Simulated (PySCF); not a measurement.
CH7FOSi2, SMILES C[SiH2]O[SiH2]F.

Geometry: ωB97X-D3(BJ)/def2-SVP. This is a generated structure with no PubChem entry under its InChIKey; it may be hypothetical. One conformer was computed; it need not be the lowest.

Method: ωB97X-D3(BJ)/def2-SVP in PySCF.

Frequencies are harmonic and unscaled.

List the normal modes with their intensities. (An estimate is asked for; the answer gives what the named calculation found.)


| mode | ν (cm⁻¹) | IR (km/mol) | moving atoms (share of kinetic energy) |
|---|---|---|---|
| 1 | 9 | 3.1 | H 30 %, O 28 %, Si 21 %, F 11 %, C 9 % |
| 2 | 42 | 0.1 | H 32 %, F 21 %, C 18 %, Si 17 %, O 12 % |
| 3 | 82 | 2.6 | F 45 %, C 22 %, O 13 %, H 10 %, Si 10 % |
| 4 | 185 | 0.2 | H 95 % |
| 5 | 231 | 9.5 | H 25 %, Si 25 %, O 21 %, C 19 %, F 11 % |
| 6 | 364 | 15.9 | O 38 %, Si 28 %, F 23 %, H 11 % |
| 7 | 508 | 12.5 | H 92 % |
| 8 | 619 | 2.7 | Si 49 %, O 25 %, H 17 % |
| 9 | 706 | 12.4 | H 52 %, C 30 %, Si 18 % |
| 10 | 713 | 64.8 | H 68 %, Si 20 % |
| 11 | 738 | 1.5 | H 95 % |
| 12 | 757 | 61.5 | H 81 %, O 9 %, Si 9 % |
| 13 | 774 | 71.4 | H 55 %, C 22 %, Si 19 % |
| 14 | 866 | 37.9 | F 55 %, Si 23 %, H 21 % |
| 15 | 892 | 43.6 | H 76 %, C 18 % |
| 16 | 932 | 472.9 | H 78 %, Si 16 % |
| 17 | 983 | 251.1 | H 92 % |
| 18 | 996 | 303.7 | H 78 %, Si 17 % |
| 19 | 1013 | 36.5 | H 82 %, Si 14 % |
| 20 | 1105 | 390.1 | O 75 %, Si 18 % |
| 21 | 1288 | 42.2 | H 77 %, C 23 % |
| 22 | 1439 | 3.7 | H 96 % |
| 23 | 1450 | 5.0 | H 96 % |
| 24 | 2256 | 149.4 | H 96 % |
| 25 | 2274 | 145.3 | H 97 % |
| 26 | 2306 | 145.1 | H 96 % |
| 27 | 2314 | 124.9 | H 97 % |
| 28 | 3067 | 1.3 | H 97 % |
| 29 | 3171 | 3.7 | H 91 %, C 9 % |
| 30 | 3177 | 1.0 | H 91 %, C 9 % |
